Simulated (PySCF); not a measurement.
Cartesian coordinates (Å):
SMILES: [SH][Al]([SH])[SH]
```xyz
7

S     -0.2842     1.9713     0.7871
Al     0.0395    -0.0378    -0.0276
S     -1.6752    -1.3302    -0.4688
S      2.0773    -0.7568    -0.3951
H     -1.6315     1.8257     0.7543
H     -0.8749    -2.3239    -0.9276
H      2.6217     0.4137     0.0183
```
Charge 0, spin multiplicity 1.

Task: Estimate the HOMO, dipole moment, LUMO, HOMO–LUMO gap and total energy that PySCF with PBE-D3(BJ)/def2-TZVP returns for this input.

Result: 
* **HOMO**: -6.54 eV
* **dipole moment**: 0.05 D
* **LUMO**: -1.49 eV
* **HOMO–LUMO gap**: 5.04 eV
* **total energy**: -1438.3519 Ha
